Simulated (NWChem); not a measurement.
System: CAuO cation; SMILES [O+]#[C-]->[Au+]

Excerpt of the output:

```
             Northwest Computational Chemistry Package (NWChem) 7.3.0
             --------------------------------------------------------

                             Geometry "geometry" -> ""
                             -------------------------

 Output coordinates in angstroms (scale by  1.889725989 to convert to a.u.)

  No.       Tag          Charge          X              Y              Z
 ---- ---------------- ---------- -------------- -------------- --------------
    1 Au                  79.0000    -0.27350400    -0.21340900    -0.22569400
    2 O                    8.0000     1.73681700     1.35437800     1.43319700
    3 C                    6.0000     0.98677000     0.76945000     0.81426800

 Effective nuclear repulsion energy (a.u.)     263.8849514286

                                 NWChem DFT Module
                                 -----------------

 Summary of "ao basis" -> "ao basis" (spherical)
 ------------------------------------------------------------------------------
       Tag                 Description            Shells   Functions and Types
 ---------------- ------------------------------  ------  ---------------------
 Au                         def2-svp                12       32   6s3p2d1f
 O                          def2-svp                 6       14   3s2p1d
 C                          def2-svp                 6       14   3s2p1d

            General Information
            -------------------
          SCF calculation type: DFT
          Wavefunction type:  closed shell.
          No. of atoms     :     3
          No. of electrons :    32
           Alpha electrons :    16
            Beta electrons :    16
          Charge           :     1
          Spin multiplicity:     1
          Use of symmetry is: off; symmetry adaption is: off
          Maximum number of iterations: 150
          AO basis - number of functions:    60
                     number of shells:    24
          Convergence on energy requested:  1.00D-06
          Convergence on density requested:  1.00D-05
          Convergence on gradient requested:  5.00D-04

              XC Information
              --------------
                        Slater Exchange Functional  1.000 local
                      VWN V Correlation Functional  1.000 local

             Grid Information
             ----------------
          Grid used for XC integration:  medium
          Radial quadrature: Mura-Knowles
          Angular quadrature: Lebedev.
          Tag              B.-S. Rad. Rad. Pts. Rad. Cut. Ang. Pts.
          ---              ---------- --------- --------- ---------
          Au                  1.35      123           8.0       590
          O                   0.60       49          10.0       434
          C                   0.70       49           8.0       434
          Grid pruning is: on
          Number of quadrature shells:   221
          Spatial weights used:  Erf1

      Superposition of Atomic Density Guess
      -------------------------------------

 Sum of atomic energies:        -264.76005704

 Renormalizing density from      33.00 to     32

      Non-variational initial energy
      ------------------------------

 Total energy =    -244.295887
 1-e energy   =    -533.600739
 2-e energy   =     208.839006
 HOMO         =      -0.798690
 LUMO         =      -0.423222

   convergence    iter        energy       DeltaE   RMS-Dens  Diis-err
 ---------------- ----- ----------------- --------- --------- ---------
 d= 0,ls=0.0,diis     1   -247.3384159826 -3.28D+02  4.39D-02  2.12D+00
 d= 0,ls=0.0,diis     2   -246.0202028665  1.32D+00  3.23D-02  1.48D+01
 d= 0,ls=0.0,diis     3   -247.5798474650 -1.56D+00  6.68D-03  1.16D-01
 d= 0,ls=0.0,diis     4   -247.5829343696 -3.09D-03  3.47D-03  8.24D-02
 d= 0,ls=0.0,diis     5   -247.5881720956 -5.24D-03  1.62D-03  2.52D-02
  Resetting Diis
 d= 0,ls=0.0,diis     6   -247.5911137811 -2.94D-03  2.31D-04  6.00D-05
 d= 0,ls=0.0,diis     7   -247.5911204375 -6.66D-06  1.32D-04  9.25D-06
 d= 0,ls=0.0,diis     8   -247.5911160534  4.38D-06  7.24D-05  5.19D-05
 d= 0,ls=0.0,diis     9   -247.5911212660 -5.21D-06  2.73D-05  4.59D-06
 d= 0,ls=0.0,diis    10   -247.5911216891 -4.23D-07  7.15D-06  3.47D-07

         Total DFT energy =     -247.591121689093
      One electron energy =     -542.532168887362
           Coulomb energy =      239.781024584176
    Exchange-Corr. energy =      -25.305824281509
 Nuclear repulsion energy =       80.465846895602

 Numeric. integr. density =       32.000002406817

                       DFT Final Molecular Orbital Analysis
                       ------------------------------------

[...]

                                NWChem TDDFT Module
                                -------------------

            General Information
            -------------------
           No. of orbitals :     120
            Alpha orbitals :      60
             Beta orbitals :      60
        Alpha frozen cores :       0
         Beta frozen cores :       0
     Alpha frozen virtuals :       0
      Beta frozen virtuals :       0
         Spin multiplicity :       1
    Number of AO functions :      60
        Use of symmetry is : off
      Symmetry adaption is : off
         Schwarz screening :  0.10D-07

              XC Information
              --------------
                 Slater Exchange Functional   1.00 local
               VWN V Correlation Functional   1.00 local

             TDDFT Information
             -----------------
          Calculation type : Tamm-Dancoff TDDFT
         Wavefunction type : Restricted singlets & triplets
          No. of electrons :      32
           Alpha electrons :      16
            Beta electrons :      16
              No. of roots :       8
          Max subspacesize :    5600
            Max iterations :     100
               Target root :       1
           Target symmetry : none
      Symmetry restriction : off
                 Algorithm : Optimal
        Davidson threshold :  0.10D-03

    8 smallest eigenvalue differences (eV)
--------------------------------------------------------
  No. Spin  Occ  Vir  Irrep   E(Occ)    E(Vir)   E(Diff)
--------------------------------------------------------
    1    1   16   17 a        -0.539    -0.404     3.668
    2    1   15   17 a        -0.559    -0.404     4.216
    3    1   14   17 a        -0.559    -0.404     4.216
    4    1   13   17 a        -0.591    -0.404     5.106
    5    1   12   17 a        -0.591    -0.404     5.106
    6    1   16   18 a        -0.539    -0.346     5.239
    7    1   16   19 a        -0.539    -0.346     5.239
    8    1   15   18 a        -0.559    -0.346     5.787
--------------------------------------------------------

  Entering Davidson iterations
  Restricted singlet excited states

  Iter   NTrls   NConv    DeltaV     DeltaE      Time
  ----  ------  ------  ---------  ---------  ---------
    1      8       0     0.94E-01   0.10+100        2.0
    2     16       0     0.34E-01   0.65E-02        2.0
    3     24       2     0.12E-01   0.72E-03        2.0
    4     30       6     0.31E-02   0.72E-04        1.7
    5     32       7     0.15E-03   0.65E-05        1.5
    6     33       8     0.80E-04   0.16E-07        1.4
  ----  ------  ------  ---------  ---------  ---------
  Convergence criterion met

  Ground state a        -247.591121689093 a.u.

  ----------------------------------------------------------------------------
  Root   1 singlet a              0.158915649 a.u.                4.3243 eV
  ----------------------------------------------------------------------------
     Transition Moments    X -0.31257   Y -0.24377   Z -0.25793
     Dipole Oscillator Strength                    0.0236948681
     Electric Quadrupole                           0.0000000608
     Magnetic Dipole                               0.0000000000
     Total Oscillator Strength                     0.0236949289

     Occ.   16  a   ---  Virt.   17  a       -0.99490
  ----------------------------------------------------------------------------
  Root   2 singlet a              0.161927793 a.u.                4.4063 eV
  ----------------------------------------------------------------------------
     Transition Moments    X -0.00000   Y  0.00000   Z  0.00000
     Dipole Oscillator Strength                    0.0000000000
     Electric Quadrupole                           0.0000000162
     Magnetic Dipole                               0.0000000000
     Total Oscillator Strength                     0.0000000162

     Occ.   15  a   ---  Virt.   17  a        0.99962
  ----------------------------------------------------------------------------
  Root   3 singlet a              0.161927945 a.u.                4.4063 eV
  ----------------------------------------------------------------------------
     Transition Moments    X  0.00000   Y -0.00000   Z  0.00000
     Dipole Oscillator Strength                    0.0000000000
     Electric Quadrupole                           0.0000000162
     Magnetic Dipole                               0.0000000000
     Total Oscillator Strength                     0.0000000162

     Occ.   14  a   ---  Virt.   17  a        0.99962
  ----------------------------------------------------------------------------
  Root   4 singlet a              0.200009128 a.u.                5.4425 eV
  ----------------------------------------------------------------------------
     Transition Moments    X -0.08566   Y  0.18120   Z -0.06743
     Dipole Oscillator Strength                    0.0059627691
     Electric Quadrupole                           0.0000000404
     Magnetic Dipole                               0.0000000706
     Total Oscillator Strength                     0.0059628801

[...]
```

Level: LDA (Slater exchange, VWN5)/def2-SVP with def2 effective core potentials on Au, TDA. Coordinates come from a PBE-D3(BJ)/def2-SVP optimisation. This spin state was assumed; another may lie lower. def2 effective core potentials on Au; no spin-orbit coupling.

### Question
Reconstruct the input file.

### Answer
This is not unique; one that fits is the input that was run:
```
start job
memory heap 200 mb stack 900 mb global 1100 mb
charge 1
geometry units angstroms noautosym nocenter noautoz
  Au    -0.273504    -0.213409    -0.225694
  O      1.736817     1.354378     1.433197
  C      0.986770     0.769450     0.814268
end
basis spherical
  Au library def2-svp
  O library def2-svp
  C library def2-svp
end
ecp
  Au library def2-ecp
end
dft
  xc slater vwn_5
  iterations 150
end
tddft
  cis
  nroots 8
end
task tddft energy
```
